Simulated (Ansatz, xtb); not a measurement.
**Ranking isomers of C3H6GeN2**

3 gas-phase structures of C3H6GeN2, from a drawn sample of its isomers (lower ones may exist). Each was relaxed with GFN2-xTB:

A. `[GeH3][c]1c[nH]cn1`, a singlet
B. `[GeH3][n]1ccnc1`, a singlet
C. `[GeH3][c]1cnc[nH]1`, a singlet

Question: Estimate their order in r2SCAN-D4/def2-SVP energy at these geometries, lowest first.

Answer: Calculated order at r2SCAN-D4/def2-SVP: B (0.0), C (2.6), A (4.0) kcal/mol.

Energies above the lowest of each column, in kcal/mol; the last columns are at PBE0-D3(BJ)/def2-SVP geometries:

```json
{"structure": "B", "GFN2-xTB": "0.0", "HF/STO-3G": "0.0", "r2SCAN-D4/def2-SVP": "0.0", "PBE0-D3(BJ)/def2-SVP": "0.0", "CCSD(T)/def2-SVP + ΔMP2/def2-TZVPP": "0.0"}
{"structure": "C", "GFN2-xTB": "10.7", "HF/STO-3G": "12.4", "r2SCAN-D4/def2-SVP": "2.6", "PBE0-D3(BJ)/def2-SVP": "2.1", "CCSD(T)/def2-SVP + ΔMP2/def2-TZVPP": "4.6"}
{"structure": "A", "GFN2-xTB": "10.8", "HF/STO-3G": "13.6", "r2SCAN-D4/def2-SVP": "4.0", "PBE0-D3(BJ)/def2-SVP": "3.0", "CCSD(T)/def2-SVP + ΔMP2/def2-TZVPP": "5.4"}
```

Every level run on B puts it lowest or level with the lowest. Some further structures that were screened fall inside this span and aren't listed. ΔMP2 is the change of the MP2 energy from the smaller to the larger basis.

Programs: Ansatz 0.2.0, xtb 6.7.1.
